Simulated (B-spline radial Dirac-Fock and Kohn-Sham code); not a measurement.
**Run log: P**

ΔSCF core binding energies without Breit or QED terms, calculated with a radial finite-basis atomic code. Keys: rel is the Hamiltonian (dirac, or spin-free x2c and nr, where L3 and M5 stand for the whole 2p and 3d shells), method is hf or an exchange,correlation pair (spin-unpolarised, also for the hole states), nuc the nuclear model, radius_factor scales its radius, rmax is the box in bohr, h the logarithmic mesh step, order the B-spline order, points the quadrature points per cell, c_factor scales the speed of light, and damp, ndamp, maxit and tol steer the iteration. The run stops when the commutator error falls below 10·tol·max(1, Z/10), or the numerical noise floor, and the energy has settled to about 1e-8 Ha; the virial ratio is −V/T.

Input (task.json):

```json
{"items": [{"Z": 15, "q": 0, "cfg": [[1, 0, 2], [2, 0, 2], [2, 1, 6], [3, 0, 2], [3, 1, 3]], "A": 31, "rrms": 3.1889, "do": "settings", "holes": ["K", "L3", "M5"],
  "settings": [{"rel": "dirac", "method": "hf", "nuc": "fermi", "radius_factor": 1.0, "rmax": 45.0, "h": 0.3, "order": 8, "points": 10, "c_factor": 1.0, "maxit": 57, "damp": 0.97, "ndamp": 100, "tol": 1e-08}]}]}
```

Command: `python xray2_run.py task.json out`

Ground-state iterations:

```
iter   energy (Ha)        error
   1     -340.19038747  5.79e-01
   2     -341.33848226  8.42e-02
   3     -341.35022468  8.07e-02
   4     -341.36107771  7.72e-02
   5     -341.37110965  7.40e-02
   6     -341.38038337  7.08e-02
   7     -341.38895686  6.78e-02
   8     -341.39688356  6.50e-02
   9     -341.40421274  6.22e-02
  10     -341.41098985  5.96e-02
  11     -341.41725683  5.71e-02
  12     -341.42305237  5.47e-02
  13     -341.42841218  5.24e-02
  14     -341.43336924  5.03e-02
  15     -341.43795399  4.82e-02
  23     -341.46419138  3.43e-02
  31     -341.47826576  2.44e-02
  39     -341.48582412  1.73e-02
  47     -341.48988801  1.23e-02
  55     -341.49207661  8.76e-03
  57     -341.49244316  8.05e-03
```

The ground state had not converged after 57 iterations, with total energy -341.49244 Ha, virial ratio 1.99318 and highest orbital energy -9.21 eV. ΔSCF binding energies: K (1s) 2154.6 eV, L3 (2p3/2) 138.3 eV (not all states converged, so these are not final). Holes are computed only in closed shells, and unreliable hole states are left out.

Question: One setting is unsound. Which, and why?

Answer: damp is so close to 1 that the orbitals hardly move in each step. With the default settings (Dirac Hartree-Fock): The ground state converged in 10 iterations, with total energy -341.49467 Ha, virial ratio 1.99504 and highest orbital energy -9.51 eV. ΔSCF binding energies: K (1s) 2154.5 eV, L3 (2p3/2) 138.3 eV. Holes are computed only in closed shells, and unreliable hole states are left out.
